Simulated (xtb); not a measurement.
H₃O₄P, charge -1, doublet, at a GFN2-xTB geometry (a state made from the parent by changing its charge; the spin is typed, not shown lowest); GFN1-xTB (xtb).

The xtb input:
```
$ xtb mol.xyz --gfn 1 --chrg -1 --uhf 1 --json

# file mol.xyz
8

O      0.65738853     0.78994277     1.57170001
P      0.05538012    -0.13965985     0.15998664
O      1.30239840    -0.33548730    -0.63760686
O     -1.18992861    -1.28382886    -0.80885675
O     -0.81182172     1.16052664    -0.36088528
H      1.59934532     0.73366670     1.43279398
H     -0.64615389    -2.04297136    -1.00115575
H     -1.44818583     0.75497630    -0.94624700
```

Output, abridged:

```
   ID    Z sym.   atoms
    1    8 O      1, 3-5
    2   15 P      2
    3    1 H      6-8

           -------------------------------------------------
          |                Calculation Setup                |
           -------------------------------------------------

           -------------------------------------------------
          |                 G F N 1 - x T B                 |
           -------------------------------------------------

          ...................................................
          :                      SETUP                      :
          :.................................................:
          :  # basis functions                  32          :
          :  # atomic orbitals                  31          :
          :  # shells                           17          :
          :  # electrons                        33          :
          :  # halogen bonds                     0          :
          :  max. iterations                   250          :
          :  Hamiltonian                  GFN1-xTB          :
          :  restarted?                      false          :
          :  GBSA solvation                  false          :
          :  PC potential                    false          :
          :  electronic temp.          300.0000000     K    :
          :  accuracy                    1.0000000          :
          :  -> integral cutoff          0.2500000E+02      :
          :  -> integral neglect         0.1000000E-07      :
          :  -> SCF convergence          0.1000000E-05 Eh   :
          :  -> wf. convergence          0.2000000E-04 e    :
          :  Broyden damping             0.4000000          :
          :  net charge                         -1          :
          :  unpaired electrons                  1          :
          ...................................................

 iter      E             dE          RMSdq      gap      omega  full diag
   1    -23.3865472 -0.233865E+02  0.723E+00    7.08       0.0  T
   2    -23.1860368  0.200510E+00  0.565E+00    5.51       1.0  T
   3    -22.9540984  0.231938E+00  0.478E+00    6.46       1.0  T
   4    -23.4862205 -0.532122E+00  0.699E-01    6.22       1.0  T
   5    -23.5004994 -0.142789E-01  0.199E-01    6.44       1.0  T
   6    -23.5010991 -0.599700E-03  0.838E-02    6.48       1.0  T
   7    -23.5011761 -0.770260E-04  0.271E-02    6.50       1.3  T
   8    -23.5011897 -0.136099E-04  0.830E-03    6.50       4.3  T
   9    -23.5011915 -0.176794E-05  0.121E-03    6.50      29.3  T
  10    -23.5011915 -0.357579E-07  0.149E-04    6.50     237.0  T
  11    -23.5011915 -0.476330E-09  0.577E-05    6.50     612.4  T

   *** convergence criteria satisfied after 11 iterations ***

         :::::::::::::::::::::::::::::::::::::::::::::::::::::
         ::                     SUMMARY                     ::
         :::::::::::::::::::::::::::::::::::::::::::::::::::::
         :: total energy             -23.405768685810 Eh    ::
         :: gradient norm              0.034284942367 Eh/a0 ::
         :: HOMO-LUMO gap              6.501061057521 eV    ::
         ::.................................................::
         :: SCC energy               -23.501191508443 Eh    ::
         :: -> electrostatic           0.295336345678 Eh    ::
         :: repulsion energy           0.097634554757 Eh    ::
         :: dispersion energy         -0.002211732124 Eh    ::
         :: halogen bond corr.         0.000000000000 Eh    ::
         :: add. restraining           0.000000000000 Eh    ::
         :: total charge              -1.000000000000 e     ::
         :::::::::::::::::::::::::::::::::::::::::::::::::::::

           -------------------------------------------------
          |                Property Printout                |
           -------------------------------------------------

    * Orbital Energies and Occupations

         #    Occupation            Energy/Eh            Energy/eV
      -------------------------------------------------------------
         1        2.0000           -0.6009301             -16.3521
       ...           ...                  ...                  ...
         5        2.0000           -0.4646090             -12.6427
         6        2.0000           -0.4092083             -11.1351
         7        2.0000           -0.3810938             -10.3701
         8        2.0000           -0.3645794              -9.9207
         9        2.0000           -0.3530291              -9.6064
        10        2.0000           -0.3403988              -9.2627
        11        2.0000           -0.3299025              -8.9771
        12        2.0000           -0.3026121              -8.2345
        13        2.0000           -0.2926538              -7.9635
        14        2.0000           -0.2835450              -7.7157
        15        2.0000           -0.2808838              -7.6432
        16        2.0000           -0.2657167              -7.2305
        17        1.0000           -0.1450236              -3.9463 (HOMO)
        18                          0.0938860               2.5548 (LUMO)
        19                          0.0956861               2.6038
        20                          0.1147056               3.1213
        21                          0.1603334               4.3629
        22                          0.2599711               7.0742
        23                          0.3037808               8.2663
        24                          0.4223802              11.4935
        25                          0.5208685              14.1736
        26                          0.5813846              15.8203
        27                          0.6091114              16.5748
        28                          0.6175054              16.8032
       ...                                ...                  ...
        31                          1.7493475              47.6022
      -------------------------------------------------------------
                  HL-Gap            0.2389096 Eh            6.5011 eV
             Fermi-level           -0.1154695 Eh           -3.1421 eV

  Mulliken/CM5 charges         n(s)   n(p)   n(d)
     1O    -0.60361 -0.77783   1.712  4.892  0.000
     2P     0.43312  0.41759   1.528  1.924  1.114
     3O    -0.56266 -0.58023   1.705  4.857  0.000
     4O    -0.68006 -0.86366   1.735  4.945  0.000
     5O    -0.52180 -0.69815   1.685  4.837  0.000
     6H     0.30989  0.49799   0.690  0.000  0.000
     7H     0.28678  0.46823   0.713  0.000  0.000
     8H     0.33834  0.53605   0.662  0.000  0.000

Wiberg/Mayer (AO) data.
largest (>0.10) Wiberg bond orders for each atom

 ---------------------------------------------------------------------------
     #   Z sym  total        # sym  WBO       # sym  WBO       # sym  WBO
 ---------------------------------------------------------------------------
     1   8 O    2.006 --     2 P    0.979     6 H    0.885
     2  15 P    4.858 --     3 O    1.848     5 O    1.150     1 O    0.979
                             4 O    0.810
     3   8 O    2.081 --     2 P    1.848
     4   8 O    1.889 --     7 H    0.905     2 P    0.810
     5   8 O    2.147 --     2 P    1.150     8 H    0.854
     6   1 H    0.936 --     1 O    0.885
     7   1 H    0.948 --     4 O    0.905
     8   1 H    0.919 --     5 O    0.854
 ---------------------------------------------------------------------------

Topologies differ in total number of bonds
Writing topology from bond orders to xtbtopo.mol

 dipole moment from electron density (au)
     X       Y       Z
  -0.0448  -0.5746  -0.0481  total (Debye):    1.470

           -------------------------------------------------
          | TOTAL ENERGY              -23.405768685810 Eh   |
          | GRADIENT NORM               0.034284942367 Eh/α |
          | HOMO-LUMO GAP               6.501061057521 eV   |
           -------------------------------------------------

normal termination of xtb
```
